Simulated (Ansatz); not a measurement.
`N[Si](F)([SiH3])S` + `[SiH3]B[SiH3]` → `N[SiH](F)S` + `[SiH3]B([SiH3])[SiH3]`  (redistribution)

Gas-phase electronic energies from Ansatz, PBE0-D4/def2-TZVP geometries. CCSD(T)/CBS adds triple-zeta CCSD(T) − MP2 to the extrapolated MP2 energy (def2 sets, frozen cores). Each species was taken in one conformer, which may not be the lowest.

```
                species  HF/def2-QZVPP energy (Eh)
    `N[Si](F)([SiH3])S`                -1133.05823
        `[SiH3]B[SiH3]`                 -606.62259
           `N[SiH](F)S`                 -842.94761
`[SiH3]B([SiH3])[SiH3]`                 -896.73505
```

Task: Work out ΔE.

Result: ΔE = (-842.94761) + (-896.73505) − (-1133.05823) − (-606.62259) = -0.00184 Eh = -4.8 kJ/mol. CCSD(T)/CBS gives -8.2 kJ/mol.

Largest T1 diagnostic among the species: 0.015.

In def2-TZVPP, CCSD(T) changes the Hartree–Fock value by −4.0 kJ/mol (the triples alone add −0.5 kJ/mol) and MP2 by −5.5 kJ/mol.
